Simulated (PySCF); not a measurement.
CrF3, SMILES [F][Cr]([F])[F] (connectivity only; charge and spin as stated), neutral, multiplicity 4. Atoms are numbered in the order given.

```xyz
4

Cr     0.0000     0.0000     0.0000
F     -1.7126     0.0000     0.0000
F      0.8563     1.4832     0.0000
F      0.8563    -1.4832     0.0000
```
Charge 0, spin multiplicity 4.

Coordinates come from a TPSSh-D3(BJ)/def2-SVP optimisation. The spin state was assumed, not searched.

Computed with CAM-B3LYP/def2-TZVPD (PySCF).

The molecule is in vacuum.

Computed frontier levels, dipole moment and polarisability:
| Property | Result |
|---|---|
| α spin, highest occupied and lowest empty level | -10.71 and -2.49 eV |
| β spin, highest occupied and lowest empty level | -13.67 and -1.89 eV |
| dipole moment | 0.000 e·Å |
| quadrupole, principal values (traceless, Buckingham form, about the centre of nuclear charge) | -3.79, -3.79, 7.57 D·Å |
| mean static polarisability | 29.2 bohr³ (4.32 Å³) |
| polarisability, principal values | 22.3, 32.6, 32.6 bohr³ |
| ⟨S²⟩ | 3.768 (pure state 3.75) |
